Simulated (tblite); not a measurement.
Parent: `[N:1]#[C:2][CH2:3][CH2:4][P@H+:5]1[C:6]([F:7])=[C:8]1[SiH3:9]` (charge +1) with C2–C3–C4–P5 56°, C3–C4–P5–C6 -122°, [C5H8FNPSi]+.

Structures optimised with GFN2-xTB, isolated species. One conformer each, not checked by frequencies here.

```json
{"coordinate of the parent": "N1≡C2", "value": "1.143 Å"}
{"coordinate of the parent": "C2–C3", "value": "1.439 Å"}
{"coordinate of the parent": "C3–C4", "value": "1.535 Å"}
{"coordinate of the parent": "C4–P5", "value": "1.852 Å"}
{"coordinate of the parent": "P5–C6", "value": "1.849 Å"}
{"coordinate of the parent": "C6–F7", "value": "1.283 Å"}
{"coordinate of the parent": "C6=C8", "value": "1.298 Å"}
{"coordinate of the parent": "C8–Si9", "value": "1.970 Å"}
{"coordinate of the parent": "P5–C8", "value": "1.874 Å"}
{"coordinate of the parent": "N1–C2–C3", "value": "174.6°"}
{"coordinate of the parent": "C2–C3–C4", "value": "109.3°"}
{"coordinate of the parent": "C3–C4–P5", "value": "112.0°"}
{"coordinate of the parent": "C4–P5–C6", "value": "123.8°"}
{"coordinate of the parent": "C4–P5–C8", "value": "106.7°"}
{"coordinate of the parent": "C6–P5–C8", "value": "40.8°"}
{"coordinate of the parent": "P5–C6–F7", "value": "134.0°"}
{"coordinate of the parent": "P5–C6–C8", "value": "70.6°"}
{"coordinate of the parent": "F7–C6–C8", "value": "155.3°"}
{"coordinate of the parent": "C6–C8–Si9", "value": "138.4°"}
{"coordinate of the parent": "P5–C8–C6", "value": "68.6°"}
{"coordinate of the parent": "P5–C8–Si9", "value": "152.7°"}
```

Question: How does the shared frame change in `[CH3:1][C:2]1=[C:3]([F:4])[P@@H+:5]1[CH2:6][CH2:7][C:8]#[N:9]` (charge +1) with C3–P5–C6–C7 -141°, P5–C6–C7–C8 48°, [C6H8FNP]+? Atoms pair as N1 = N9, C2 = C8, C3 = C7, C4 = C6, P5 = P5, C6 = C3, F7 = F4, C8 = C2 (parent first).

Answer: 
| parent | relative | value in the relative | change |
| --- | --- | --- | --- |
| N1≡C2 | N9≡C8 | 1.143 Å | 0.000 |
| C2–C3 | C8–C7 | 1.442 Å | +0.003 |
| C3–C4 | C7–C6 | 1.540 Å | +0.005 |
| C4–P5 | C6–P5 | 1.838 Å | -0.014 |
| P5–C6 | P5–C3 | 1.780 Å | -0.069 |
| C6–F7 | C3–F4 | 1.296 Å | +0.013 |
| C6=C8 | C3=C2 | 1.337 Å | +0.039 |
| P5–C8 | P5–C2 | 1.818 Å | -0.056 |
| N1–C2–C3 | N9–C8–C7 | 174.1° | -0.5 |
| C2–C3–C4 | C8–C7–C6 | 108.1° | -1.2 |
| C3–C4–P5 | C7–C6–P5 | 110.2° | -1.8 |
| C4–P5–C6 | C6–P5–C3 | 122.3° | -1.5 |
| C4–P5–C8 | C6–P5–C2 | 123.7° | +17.0 |
| C6–P5–C8 | C3–P5–C2 | 43.6° | +2.8 |
| P5–C6–F7 | P5–C3–F4 | 145.6° | +11.6 |
| P5–C6–C8 | P5–C3–C2 | 69.7° | -0.9 |
| F7–C6–C8 | F4–C3–C2 | 144.7° | -10.6 |
| P5–C8–C6 | P5–C2–C3 | 66.7° | -1.9 |

Of the parent's bonds, P5–C6 changes most (-0.069 Å). Bonds of the relative outside the shared frame: C1–C2 1.455 Å. Point group C1 → C1.

The numbers are calculated, not measured.
